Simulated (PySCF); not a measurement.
**Ionisation energy of Fe by level of theory**

Fe [Ar] 3d6 4s2 (5D) → Fe⁺ [Ar] 3d6 4s1 (6D), as a difference of total energies. Computed with PySCF 2.14 in Sapporo-DKH3-DZP-2012, with the spin-free X2C one-electron Hamiltonian (Gaussian nucleus). Correlated levels: valence: [Ar] frozen. The calculations carry no spin-orbit coupling.

**Question.** Order these methods by the ionisation energy they give, lowest first.
A. UHF
B. B3LYP
C. SCS-MP2 (valence)
D. MP2 (valence)

**Answer.** A (6.466 eV), D (7.426 eV), C (7.583 eV), B (8.109 eV).

Errors of the correlated levels include the incompleteness of this basis and the frozen core.

MP2 underrates the near-degeneracy of ns² with np² in the lower species.

For comparison: 7.904 eV (measured; NIST levels, between the centres of gravity of the two terms).
